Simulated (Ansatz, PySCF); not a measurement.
Gas-phase reaction (SMILES): [SiH3][SiH](Cl)Cl + 3 [H][H] (H2) → 2 Cl (HCl) + 2 [SiH4] (SiH4); energy of full hydrogenation.

Structures are relaxed separately at B3LYP-D3(BJ)/def2-TZVP in Ansatz (a quantum-chemistry and plane-wave program). Valence correlation only, unless marked. No spin-orbit coupling. Non-relativistic. Basis-set limits of correlation are two-point, X^-3; Hartree-Fock from the larger set. Thermal terms are rigid-rotor harmonic-oscillator values from B3LYP-D3(BJ) frequencies (PySCF) at 298.15 K and 1 atm. 1 Eh = 627.5095 kcal/mol.

```json
[
 {"species": "[SiH3][SiH](Cl)Cl", "E, CCSD(T)/CBS(cc-pV(T+d)Z,cc-pV(Q+d)Z) (Ansatz) (Eh)": "-1500.20077", "E, wB97M-V/def2-TZVPD (Ansatz) (Eh)": "-1501.83762", "H - E (Eh)": "0.04513", "G - E (Eh)": "0.00477"},
 {"species": "[H][H] (H2)", "E, CCSD(T)/CBS(cc-pV(T+d)Z,cc-pV(Q+d)Z) (Ansatz) (Eh)": "-1.17450", "E, wB97M-V/def2-TZVPD (Ansatz) (Eh)": "-1.16077", "H - E (Eh)": "0.01336", "G - E (Eh)": "-0.00144"},
 {"species": "Cl (HCl)", "E, CCSD(T)/CBS(cc-pV(T+d)Z,cc-pV(Q+d)Z) (Ansatz) (Eh)": "-460.37849", "E, wB97M-V/def2-TZVPD (Ansatz) (Eh)": "-460.79070", "H - E (Eh)": "0.01000", "G - E (Eh)": "-0.01120"},
 {"species": "[SiH4] (SiH4)", "E, CCSD(T)/CBS(cc-pV(T+d)Z,cc-pV(Q+d)Z) (Ansatz) (Eh)": "-291.45815", "E, wB97M-V/def2-TZVPD (Ansatz) (Eh)": "-291.84546", "H - E (Eh)": "0.03520", "G - E (Eh)": "0.01198"}
]
```

Task: Work out ΔE and ΔH, ΔG, ΔS and the equilibrium constant at 298.15 K at the first level, then ΔH at the second.

Result: 
1. ΔE = [2×(-460.37849) + 2×(-291.45815)] - [(-1500.20077) + 3×(-1.17450)] = 0.05099 Eh = 32.0 kcal/mol at CCSD(T)/CBS(cc-pV(T+d)Z,cc-pV(Q+d)Z).
2. The terms H - E add up to 0.00519 Eh, so ΔH = (0.05099 + (0.00519))×627.5095 = 35.3 kcal/mol.
3. The terms G - E add up to 0.00111 Eh, so ΔG = 32.7 kcal/mol, and ΔS = (0.00519 - (0.00111))×627509.5/298.15 = 8.6 cal/(mol K).
4. log10 K = -ΔG/(RT ln 10) = -24.0, with RT ln 10 = 1.3642 kcal/mol.
5. At wB97M-V/def2-TZVPD the same steps give ΔE = 29.9 and ΔH = 33.1 kcal/mol, a shift of -2.2 from the first level.
6. These values are not checked against measurement here, since the tables used lack a sound gas-phase enthalpy of formation for at least one species.
